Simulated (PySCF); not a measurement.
# [Yb(H2O)4]2+ at several levels of theory

Computed with PySCF 2.14.0 (density fitting, no spin-orbit coupling) at the geometry relaxed with PBE0:

```xyz
13
[Yb(H2O)4]2+ (singlet in the valence; each metal's 4f electrons, 14 of them, lie in its core potential, out of spins and levels)
Yb    0.0000    0.0000    0.0000
O     1.4509    1.3377    1.4041
H     1.3624    1.5124    2.3555
H     2.2566    1.8175    1.1504
O    -1.4510   -1.4041    1.3377
H    -2.2571   -1.1503    1.8172
H    -1.3619   -2.3556    1.5127
O     1.4509   -1.3377   -1.4041
H     2.2566   -1.8175   -1.1504
H     1.3624   -1.5124   -2.3555
O    -1.4510    1.4041   -1.3377
H    -1.3619    2.3556   -1.5127
H    -2.2571    1.1503   -1.8172
```

| level | basis | state | HOMO (eV) | gap (eV) | charge on Yb1 (e) | population of f-type functions on Yb1 (polarisation alone where 4f lies in the core) | dipole about the centre of mass (D) | largest force component (eV/Å) |
| --- | --- | --- | --- | --- | --- | --- | --- | --- |
| PBE0 | Yb lcecp-0-SVP with ECP60, O def2-SVP, H def2-SVP | singlet | – | – | 1.22 | 0.01 | 0.00 | 0.01 |
| M06-L | the same | singlet | – | – | 1.30 | 0.01 | 0.00 | 0.07 |
| PBE0 | Yb lcecp-0-TZVP with ECP60, O def2-TZVP, H def2-TZVP | singlet | – | – | 1.62 | 0.02 | 0.00 | 0.21 |

In the lcecp rows the 4f levels are missing from HOMO and gap, and the state counts the valence alone.

Charges are Mulliken's, which hang on the basis. The relaxation used the grid (50, 194), these runs (75, 302) or, all-electron (x2c bases, spin-free X2C Hamiltonian), (99, 590).

Problem. What does revPBE with Yb lcecp-0-SVP with ECP60, O def2-SVP, H def2-SVP give here?

Solution. state singlet, charge on Yb1 (e) 1.11, population of f-type functions on Yb1 (polarisation alone where 4f lies in the core) 0.01, dipole about the centre of mass (D) 0.00, largest force component (eV/Å) 0.50. Time: 8.9 s on 2 threads of Arm Neoverse V1, on a shared host, from an already converged density.

An lcecp potential fixes the number of 4f electrons, so in runs with it no electron can move into or out of that shell.
